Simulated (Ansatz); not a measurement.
GeH3(NHMe) (CH7GeN), relaxed as a singlet with RKS PBE0-D4/def2-SVP in Ansatz, starting from the GFN2-xTB geometry. Force threshold 0.02 eV/Å.

Start:

| atom | x (Å) | y (Å) | z (Å) |
| --- | --- | --- | --- |
| Ge1 | -0.9957 | -0.0678 | -1.0711 |
| H2 | -1.2720 | -1.2729 | -1.9039 |
| H3 | -2.2326 | 0.3778 | -0.3383 |
| H4 | -0.5449 | 1.0883 | -1.9225 |
| N5 | 0.2875 | -0.5516 | 0.0802 |
| C6 | 0.9046 | 0.3001 | 1.0748 |
| H7 | 0.6667 | -1.4832 | 0.0692 |
| H8 | 1.9787 | 0.4174 | 0.8976 |
| H9 | 0.4433 | 1.2855 | 1.0274 |
| H10 | 0.7643 | -0.0936 | 2.0865 |

Q: Estimate the energy that the relaxation releases and the steps that it takes.

A: 12.6 kJ/mol, in 13 steps; 18 s on 4 threads of Arm Neoverse V1 on a shared host. No frequencies were taken in this run, so the end may be a saddle point.

Q: Does the start keep its bonding?

A: By distances, no bond broke or formed. The bond that changes most is Ge1–H2, from 1.49 to 1.54 Å (atoms count from 1).

Q: Predict the relaxed structure.

A: 
Cartesian coordinates in Å:
```
Ge -0.938 -0.068 -1.098
H -1.466 -1.318 -1.823
H -2.081 0.733 -0.448
H -0.221 0.851 -2.122
N 0.148 -0.665 0.254
C 0.823 0.277 1.116
H 0.743 -1.442 -0.014
H 1.653 0.841 0.641
H 0.103 1.024 1.492
H 1.236 -0.232 2.002
```
Bond lengths: 1 × Ge–N 1.83 Å; 1 × C–N 1.44 Å; 3 × Ge–H 1.54 to 1.55 Å; 3 × C–H 1.10 to 1.11 Å; 1 × H–N 1.02 Å.
